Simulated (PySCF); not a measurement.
C₃H₉Sb, triplet, at a GFN2-xTB geometry of the parent state (a higher spin typed on purpose: for a closed-shell molecule this is an excited state) (core potentials on Sb); DF-PBE0/def2-SVP (PySCF).

The PySCF input:
```python
from pyscf import gto, scf, dft

mol = gto.Mole()
mol.atom = '''
    Sb   -0.006738    0.007403    0.431424
    C     0.192544   -1.823265   -0.714740
    H     1.117611   -2.323686   -0.452256
    H     0.198144   -1.591922   -1.774437
    H    -0.636971   -2.486204   -0.496815
    C     1.489217    1.049401   -0.743781
    H     2.476040    0.671277   -0.502375
    H     1.458237    2.110237   -0.523020
    H     1.295101    0.897088   -1.800014
    C    -1.646684    0.735326   -0.787370
    H    -2.551984    0.187230   -0.552656
    H    -1.408723    0.601973   -1.837180
    H    -1.814271    1.787682   -0.588540
'''
mol.basis = 'def2-svp'
mol.ecp = {'Sb': 'def2-svp'}
mol.charge = 0
mol.spin = 2
mol.verbose = 4
mol.build()

mf = dft.ROKS(mol)
mf.xc = 'pbe0'
mf = mf.density_fit(auxbasis='def2-universal-jkfit')
mf.kernel()
mf.analyze()
```

Q: Predict the main parts of the log of this PySCF run.

A: 
```
PySCF version 2.14.0

[INPUT] verbose = 4
[INPUT] num. atoms = 13
[INPUT] num. electrons = 50
[INPUT] charge = 0
[INPUT] spin (= nelec alpha-beta = 2S) = 2
[INPUT] symmetry False subgroup None
[INPUT] Mole.unit = angstrom
[INPUT] Symbol           X                Y                Z      unit          X                Y                Z       unit  Magmom
[...]
nuclear repulsion = 208.352819376166
number of shells = 55
number of NR pGTOs = 196
number of NR cGTOs = 113
basis = def2-svp
ecp = {'Sb': 'def2-svp'}

******** <class 'pyscf.df.df_jk.DFROKS'> ********
method = DFROKS
initial guess = minao
damping factor = 0
level_shift factor = 0
DIIS = <class 'pyscf.scf.diis.CDIIS'>
diis_start_cycle = 1
diis_space = 8
diis_damp = 0
SCF conv_tol = 1e-09
SCF conv_tol_grad = None
SCF max_cycles = 50
direct_scf = False
num. doubly occ = 24  num. singly occ = 2
XC library pyscf.dft.libxc version 7.1.2
    S. Lehtola, C. Steigemann, M. J. T. Oliveira, and M. A. L. Marques,  SoftwareX 7, 1–5 (2018)
XC functionals = pbe0
    C. Adamo and V. Barone,  J. Chem. Phys. 110, 6158 (1999)
    M. Ernzerhof and G. E. Scuseria,  J. Chem. Phys. 110, 5029 (1999)
radial grids:
    Treutler-Ahlrichs [JCP 102, 346 (1995); DOI:10.1063/1.469408] (M4) radial grids

becke partition: Becke, JCP 88, 2547 (1988); DOI:10.1063/1.454033
pruning grids: <function nwchem_prune>
grids dens level: 3
symmetrized grids: False
atomic radii adjust function: <function treutler_atomic_radii_adjust>
small_rho_cutoff = 0
Set gradient conv threshold to 3.16228e-05
tot grids = 152584
******** <class 'pyscf.df.df.DF'> ********
auxbasis = def2-universal-jkfit
init E= -334.209733982154

WARN: HOMO -0.577703676826153 >= LUMO -0.577703316446037

cycle= 1 E= -357.293883994018  delta_E= -23.1  |g|= 2.78  |ddm|= 7.64
[...]
cycle= 2 E= -356.008511885414  delta_E= 1.29  |g|= 3.43  |ddm|= 16.4
[...]
cycle= 3 E= -359.516105999885  delta_E= -3.51  |g|= 0.321  |ddm|= 15.8
[...]
cycle= 4 E= -359.502208450395  delta_E= 0.0139  |g|= 0.411  |ddm|= 1.94
[...]
cycle= 5 E= -359.557019374386  delta_E= -0.0548  |g|= 0.082  |ddm|= 1.23
[...]
cycle= 6 E= -359.559037787009  delta_E= -0.00202  |g|= 0.0344  |ddm|= 0.32
[...]
cycle= 7 E= -359.559453236618  delta_E= -0.000415  |g|= 0.00869  |ddm|= 0.112
[...]
cycle= 8 E= -359.559479186312  delta_E= -2.59e-05  |g|= 0.00276  |ddm|= 0.0225
[...]
cycle= 9 E= -359.559482075708  delta_E= -2.89e-06  |g|= 0.00144  |ddm|= 0.0106
[...]
[...]
[...]
cycle= 20 E= -359.559487383767  delta_E= -1.41e-07  |g|= 0.000175  |ddm|= 0.00615
[...]
cycle= 21 E= -359.559489917419  delta_E= -2.53e-06  |g|= 0.000292  |ddm|= 0.116
[...]
cycle= 22 E= -359.559493573586  delta_E= -3.66e-06  |g|= 0.00194  |ddm|= 0.393
[...]
cycle= 23 E= -359.559485902282  delta_E= 7.67e-06  |g|= 0.000572  |ddm|= 0.562
[...]
cycle= 24 E= -359.559489509858  delta_E= -3.61e-06  |g|= 0.000554  |ddm|= 0.16
[...]
cycle= 25 E= -359.559493124614  delta_E= -3.61e-06  |g|= 0.00024  |ddm|= 0.171
[...]
cycle= 26 E= -359.559493887772  delta_E= -7.63e-07  |g|= 0.000232  |ddm|= 0.0432
[...]
cycle= 27 E= -359.55949494704  delta_E= -1.06e-06  |g|= 0.000256  |ddm|= 0.0659
[...]
cycle= 28 E= -359.55949675811  delta_E= -1.81e-06  |g|= 0.000151  |ddm|= 0.131
[...]
cycle= 29 E= -359.559496900435  delta_E= -1.42e-07  |g|= 0.000243  |ddm|= 0.0153
[...]
cycle= 30 E= -359.559498480094  delta_E= -1.58e-06  |g|= 0.000133  |ddm|= 0.195
[...]
cycle= 31 E= -359.559497306145  delta_E= 1.17e-06  |g|= 0.00095  |ddm|= 0.0627
[...]
cycle= 32 E= -359.559498789333  delta_E= -1.48e-06  |g|= 3.45e-05  |ddm|= 0.158
[...]
cycle= 33 E= -359.559498701921  delta_E= 8.74e-08  |g|= 0.000354  |ddm|= 0.0538
[...]
cycle= 34 E= -359.559498700161  delta_E= 1.76e-09  |g|= 0.000173  |ddm|= 0.0857
[...]
cycle= 35 E= -359.55949880086  delta_E= -1.01e-07  |g|= 6.74e-05  |ddm|= 0.0442
[...]
cycle= 36 E= -359.55949880649  delta_E= -5.63e-09  |g|= 1.59e-05  |ddm|= 0.00196
[...]
cycle= 37 E= -359.559498814554  delta_E= -8.06e-09  |g|= 7.35e-06  |ddm|= 0.0114
[...]
cycle= 38 E= -359.559498817816  delta_E= -3.26e-09  |g|= 1.75e-05  |ddm|= 0.0157
[...]
cycle= 39 E= -359.559498818129  delta_E= -3.14e-10  |g|= 2.28e-06  |ddm|= 0.00191
[...]
Extra cycle  E= -359.559498818125  delta_E= 4.66e-12  |g|= 3.6e-06  |ddm|= 1.88e-05
converged SCF energy = -359.559498818125
**** SCF Summaries ****
Total Energy =                        -359.559498818124666
Nuclear Repulsion Energy =             208.352819376166423
One-electron Energy =                 -993.073574641295863
Two-electron Energy =                  425.161256447004803
Two-electron Coulomb Energy =          464.026340417858933
DFT Exchange-Correlation Energy =      -38.865083970854151
HOMO-LUMO gap [eV] =                     0.498011611511874
**** MO energy ****
                Roothaan           | alpha              | beta
[...]
Dipole moment(X, Y, Z, Debye):  0.00711, -0.01217, -0.79170
```
